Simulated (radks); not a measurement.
Task: The mean radii <r> (bohr) of the occupied orbitals of an atom or ion are listed with their occupations. All-electron calculation, Dirac Kohn-Sham, PBE, spin-unpolarised, spherical densities, finite nucleus; Fermi nuclear charge, rms radius of each element as measured or else 0.836 A^(1/3) + 0.57 fm. Program: a radial shooting solver on a logarithmic mesh with Libxc functionals.

| orbital | occ. | <r> |
|---|---|---|
| 1s1/2 | 2 | 0.02151 |
| 2s1/2 | 2 | 0.09096 |
| 2p1/2 | 2 | 0.07590 |
| 2p3/2 | 4 | 0.08284 |
| 3s1/2 | 2 | 0.2390 |
| 3p1/2 | 2 | 0.2286 |
| 3p3/2 | 4 | 0.2418 |
| 3d3/2 | 4 | 0.2141 |
| 3d5/2 | 6 | 0.2182 |
| 4s1/2 | 2 | 0.5409 |
| 4p1/2 | 2 | 0.5521 |
| 4p3/2 | 4 | 0.5820 |
| 4d3/2 | 4 | 0.6157 |
| 4d5/2 | 6 | 0.6262 |
| 5s1/2 | 2 | 1.302 |
| 5p1/2 | 2 | 1.452 |
| 5p3/2 | 4 | 1.542 |
| 4f5/2 | 6 | 0.8274 |
| 4f7/2 | 2 | 0.8394 |
| 6s1/2 | 1 | 3.286 |

Name the element and its charge. Open shells, if any, fill j = l - 1/2 first.

Result: Z = 65, terbium, charge +2: Tb2+ in [Xe] 4f8 6s1. The 1s radius gives Z: for a bare nucleus <r> = (2 gamma + 1)/(2Z) with gamma = sqrt(1 - (Z/c)^2), 0.02124 bohr for Z = 65, and screening makes it slightly larger (0.02151 here). The occupations add up to 63, and the charge is Z minus that.
